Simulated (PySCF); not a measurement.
**How methods differ on the excitation energy of Se²⁺**

Se²⁺ [Ar] 3d10 4s2 4p2 (3P) → Se²⁺ [Ar] 3d10 4s1 4p3 (5S), as a difference of total energies. All numbers are calculated (PySCF 2.14, a scalar-relativistic core potential, in aug-cc-pwCVDZ-PP with ECP10MDF (6s5p4d1f, 48 functions)). Correlated levels: valence: 3s2 3p6 3d10 frozen; valence and next inner shell: nothing frozen outside the core potential. The calculations carry no spin-orbit coupling.

| method | excitation energy (eV) |
| --- | --- |
| UHF | 6.351 |
| LDA | 9.283 |
| PBE | 8.993 |
| PBE0 | 8.504 |
| r2SCAN | 8.061 |
| B97-3 | 8.997 |
| B2PLYP | 8.564 |
| BLYP | 9.578 |
| PBEsol | 8.811 |
| MP2 (valence) | 7.234 |
| SCS-MP2 (valence) | 7.618 |
| MP2 (valence and next inner shell) | 7.718 |
| SCS-MP2 (valence and next inner shell) | 8.002 |

Q: How much does correlation contribute at MP2 (valence and next inner shell)?

A: 7.718 − (6.351) = 1.367 eV, measured against UHF.
